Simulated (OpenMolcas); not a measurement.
# Predicting a hybrid from its neighbours: AlCNClOF

The species is AlCNClOF (6 atoms), meant as a singlet with charge 0. As SMILES, `O=C=[N][Al]([F])[Cl]`. The shape is that of a PBE0-D4/def2-TZVP optimisation. This is one conformer, not always the lowest.

The HOMO–LUMO gap y, in eV, basis cc-pVDZ; a is the functional's share of exact exchange. Programs: OpenMolcas 26.06.

| functional | program | a | y (eV) |
| --- | --- | --- | --- |
| PBE | OpenMolcas | 0 | 5.67 |
| BLYP | OpenMolcas | 0 | 5.57 |
| B3LYP | OpenMolcas | 0.2 | ? |
| PBE0 | OpenMolcas | 0.25 | 7.97 |
| BHLYP | OpenMolcas | 0.5 | 10.11 |

Fit y = c + s·a to the known rows and predict B3LYP.


1. Means of the 4 rows: a = 0.1875, y = 7.330.
2. Σ(Δa)² = 0.17188, Σ(Δa·Δy) = 1.55, so the slope is 1.55/0.17188 = 9.0179.
3. Intercept: 7.330 − (9.0179) × 0.1875 = 5.639. The largest residual of the fit is 0.076.
4. B3LYP: 5.639 + (9.0179) × 0.2 = 7.44 eV.

The run gave 7.44 eV, so the prediction is off by 0.00 eV: they agree to the digits shown. Exact exchange lowers occupied levels and raises empty ones. The rows mix families of semi-local functionals, which the line can't see.
